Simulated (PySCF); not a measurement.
C5H6F2O.
Atom-mapped SMILES: `[CH2:1]=[C:2]=[CH:3][CH2:4][O:5][CH:6]([F:7])[F:8]` (hydrogens: H9, H10 on C1; H11 on C3; H12, H13 on C4; H14 on C6)

The same species was optimised twice, with GFN2-xTB and with PBE0-D3(BJ)/def2-SVP (PySCF), and the same property calculations (PySCF, gas phase) were run on both structures.

```json
{"coordinate": "C4–O5 (Å)", "GFN2-xTB": "1.436", "PBE0-D3(BJ)/def2-SVP": "1.418", "change": "-0.018"}
{"coordinate": "C1=C2 (Å)", "GFN2-xTB": "1.292", "PBE0-D3(BJ)/def2-SVP": "1.307", "change": "+0.015"}
{"coordinate": "C2=C3 (Å)", "GFN2-xTB": "1.299", "PBE0-D3(BJ)/def2-SVP": "1.311", "change": "+0.012"}
{"coordinate": "C6–F7 (Å)", "GFN2-xTB": "1.366", "PBE0-D3(BJ)/def2-SVP": "1.354", "change": "-0.012"}
{"coordinate": "O5–C6 (Å)", "GFN2-xTB": "1.344", "PBE0-D3(BJ)/def2-SVP": "1.353", "change": "+0.009"}
{"coordinate": "C6–F8 (Å)", "GFN2-xTB": "1.340", "PBE0-D3(BJ)/def2-SVP": "1.332", "change": "-0.008"}
{"coordinate": "C3–C4 (Å)", "GFN2-xTB": "1.504", "PBE0-D3(BJ)/def2-SVP": "1.504", "change": "0.000"}
{"coordinate": "F7–C6–F8 (°)", "GFN2-xTB": "105.8", "PBE0-D3(BJ)/def2-SVP": "107.9", "change": "+2.1"}
{"coordinate": "O5–C6–F8 (°)", "GFN2-xTB": "109.0", "PBE0-D3(BJ)/def2-SVP": "107.3", "change": "-1.7"}
{"coordinate": "O5–C6–F7 (°)", "GFN2-xTB": "111.5", "PBE0-D3(BJ)/def2-SVP": "110.7", "change": "-0.8"}
{"coordinate": "C4–O5–C6 (°)", "GFN2-xTB": "114.6", "PBE0-D3(BJ)/def2-SVP": "115.3", "change": "+0.7"}
{"coordinate": "C2–C3–C4 (°)", "GFN2-xTB": "123.5", "PBE0-D3(BJ)/def2-SVP": "124.0", "change": "+0.5"}
{"coordinate": "C1–C2–C3 (°)", "GFN2-xTB": "178.7", "PBE0-D3(BJ)/def2-SVP": "179.2", "change": "+0.5"}
{"coordinate": "C3–C4–O5 (°)", "GFN2-xTB": "111.7", "PBE0-D3(BJ)/def2-SVP": "112.2", "change": "+0.5"}
{"coordinate": "C2–C3–C4–O5 (°)", "GFN2-xTB": "-111", "PBE0-D3(BJ)/def2-SVP": "-124", "change": "-13"}
{"coordinate": "C3–C4–O5–C6 (°)", "GFN2-xTB": "70", "PBE0-D3(BJ)/def2-SVP": "70", "change": "0"}
{"coordinate": "C4–O5–C6–F7 (°)", "GFN2-xTB": "82", "PBE0-D3(BJ)/def2-SVP": "70", "change": "-12"}
```

Rotational constants: A = 3548, B = 1090, C = 1003 MHz (GFN2-xTB) against A = 4009, B = 1018, C = 942.4 MHz (PBE0-D3(BJ)/def2-SVP). Point groups within 0.08 Å: C1 and C1. Atoms that the bonding makes alike are paired by their places after alignment.

On the GFN2-xTB structure: isotropic polarisability (au) 68.9 [wB97X-D/def2-SVPD]; HOMO (eV) -10.08 [wB97X-D/def2-SVPD]; LUMO (eV) 1.43 [wB97X-D/def2-SVPD]; dipole (D) 3.67 [wB97X-D/def2-SVPD]; HOMO (eV) -8.19 [PBE0/pcSseg-1]; LUMO (eV) -0.32 [PBE0/pcSseg-1]; dipole (D) 3.53 [PBE0/pcSseg-1]; GIAO shielding of C1 (ppm) 107.4 [PBE0/pcSseg-1]; GIAO shielding of C2 (ppm) -37.3 [PBE0/pcSseg-1]; GIAO shielding of C3 (ppm) 97.4 [PBE0/pcSseg-1]; GIAO shielding of C4 (ppm) 116.6 [PBE0/pcSseg-1]; GIAO shielding of O5 (ppm) 221.8 [PBE0/pcSseg-1]; GIAO shielding of C6 (ppm) 63.4 [PBE0/pcSseg-1]; GIAO shielding of F7/F8 (mean) (ppm) 277.7 [PBE0/pcSseg-1].

Task: What do these properties become on the PBE0-D3(BJ)/def2-SVP structure?

Result: 
```json
{"property": "isotropic polarisability (au)", "level": "wB97X-D/def2-SVPD", "on GFN2-xTB": "68.9", "on PBE0-D3(BJ)/def2-SVP": "70.2", "change": "+1.3"}
{"property": "HOMO (eV)", "level": "wB97X-D/def2-SVPD", "on GFN2-xTB": "-10.08", "on PBE0-D3(BJ)/def2-SVP": "-9.93", "change": "+0.15"}
{"property": "LUMO (eV)", "level": "wB97X-D/def2-SVPD", "on GFN2-xTB": "1.43", "on PBE0-D3(BJ)/def2-SVP": "1.50", "change": "+0.07"}
{"property": "dipole (D)", "level": "wB97X-D/def2-SVPD", "on GFN2-xTB": "3.67", "on PBE0-D3(BJ)/def2-SVP": "3.29", "change": "-0.38"}
{"property": "energy, GFN2-xTB geometry as zero (kcal/mol)", "level": "wB97X-D/def2-SVPD", "on GFN2-xTB": "0.0", "on PBE0-D3(BJ)/def2-SVP": "-1.1", "change": "-1.1"}
{"property": "HOMO (eV)", "level": "PBE0/pcSseg-1", "on GFN2-xTB": "-8.19", "on PBE0-D3(BJ)/def2-SVP": "-8.05", "change": "+0.14"}
{"property": "LUMO (eV)", "level": "PBE0/pcSseg-1", "on GFN2-xTB": "-0.32", "on PBE0-D3(BJ)/def2-SVP": "-0.25", "change": "+0.07"}
{"property": "dipole (D)", "level": "PBE0/pcSseg-1", "on GFN2-xTB": "3.53", "on PBE0-D3(BJ)/def2-SVP": "3.16", "change": "-0.37"}
{"property": "energy, GFN2-xTB geometry as zero (kcal/mol)", "level": "PBE0/pcSseg-1", "on GFN2-xTB": "0.0", "on PBE0-D3(BJ)/def2-SVP": "-0.9", "change": "-0.9"}
{"property": "GIAO shielding of C1 (ppm)", "level": "PBE0/pcSseg-1", "on GFN2-xTB": "107.4", "on PBE0-D3(BJ)/def2-SVP": "103.9", "change": "-3.5"}
{"property": "GIAO shielding of C2 (ppm)", "level": "PBE0/pcSseg-1", "on GFN2-xTB": "-37.3", "on PBE0-D3(BJ)/def2-SVP": "-40.1", "change": "-2.8"}
{"property": "GIAO shielding of C3 (ppm)", "level": "PBE0/pcSseg-1", "on GFN2-xTB": "97.4", "on PBE0-D3(BJ)/def2-SVP": "93.7", "change": "-3.7"}
{"property": "GIAO shielding of C4 (ppm)", "level": "PBE0/pcSseg-1", "on GFN2-xTB": "116.6", "on PBE0-D3(BJ)/def2-SVP": "118.6", "change": "+2.0"}
{"property": "GIAO shielding of O5 (ppm)", "level": "PBE0/pcSseg-1", "on GFN2-xTB": "221.8", "on PBE0-D3(BJ)/def2-SVP": "221.9", "change": "+0.1"}
{"property": "GIAO shielding of C6 (ppm)", "level": "PBE0/pcSseg-1", "on GFN2-xTB": "63.4", "on PBE0-D3(BJ)/def2-SVP": "64.7", "change": "+1.3"}
{"property": "GIAO shielding of F7/F8 (mean) (ppm)", "level": "PBE0/pcSseg-1", "on GFN2-xTB": "277.7", "on PBE0-D3(BJ)/def2-SVP": "282.5", "change": "+4.8"}
```

The heavy atoms differ by 0.174 Å rms after alignment (one structure mirrored). Among bonds between heavy atoms C4–O5 changes most (-0.018 Å). Changes are differences of the printed values. Neither structure is proved a minimum here.

Conformer computed: `[CH2:1]=[C:2]=[CH:3][CH2:4][O:5][CH:6]([F:7])[F:8]`: C2–C3–C4–O5 -124°, C3–C4–O5–C6 70°, C4–O5–C6–F7 70°.

Note: wB97X-D ran without an empirical dispersion term, which enters the total energy and its gradient alone.
